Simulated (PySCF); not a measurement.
Be(OH)2.
SMILES: `[OH][Be][OH]`

Method used: TDDFT wB97X-D/def2-SVPD, vertical, gas phase, core orbitals frozen in the response in PySCF 2.14.0, density-fitted response routines. Isolated species at its PBE0-D3(BJ)/def2-SVP geometry, gas phase.

Computed states:

| state | E (eV) | f |
| --- | --- | --- |
| S1 | 7.53 | 0.0000 |
| S2 | 7.53 | 0.0000 |
| S3 | 8.13 | 0.135 |
| S4 | 8.13 | 0.135 |
| S5 | 8.94 | 0.0000 |
| S6 | 8.96 | 0.0000 |
| S7 | 8.96 | 0.0000 |
| S8 | 9.07 | 0.025 |
| S9 | 9.07 | 0.025 |

Broadening: Gaussians 0.3 eV wide at half height, area fixed by f = 4.319×10⁻⁹ ∫ε dν̃. The width is an assumption, not a result. The curve ends short of the highest state used, and states not computed would add to its high-energy end.

Q: Give the broadened spectrum and its maxima.

A: 
| E (eV) | ε (L mol⁻¹ cm⁻¹) |
| --- | --- |
| 7.08 | 0 |
| 7.14 | 0 |
| 7.20 | 0 |
| 7.26 | 0 |
| 7.32 | 0 |
| 7.38 | 0 |
| 7.44 | 1 |
| 7.50 | 1 |
| 7.56 | 2 |
| 7.62 | 10 |
| 7.68 | 52 |
| 7.74 | 242 |
| 7.80 | 903 |
| 7.87 | 3180 |
| 7.93 | 7357 |
| 7.99 | 13635 |
| 8.05 | 20243 |
| 8.11 | 24075 |
| 8.17 | 22937 |
| 8.23 | 17505 |
| 8.29 | 10702 |
| 8.35 | 5242 |
| 8.41 | 2056 |
| 8.47 | 646 |

Maxima: 153 nm (8.13 eV), ε about 24000, made up of S3 (50%) and S4 (50%) (ε in L mol⁻¹ cm⁻¹; maxima over ε = 5, shares over 10%).

Q: Coming from long wavelengths, where does ε first pass 100 L mol⁻¹ cm⁻¹?

A: At about 161 nm (7.70 eV), 0.18 eV above S1.

Q: What would ε be at 8.13 eV, the highest of these maxima, with half the width (0.15 eV)?

A: About 48500 L mol⁻¹ cm⁻¹ against 24300, a factor of about 2.00; a lone state at its own centre would give exactly 2.

The run took 2.5 s of wall time on one thread of an Arm Neoverse V1, shared host.
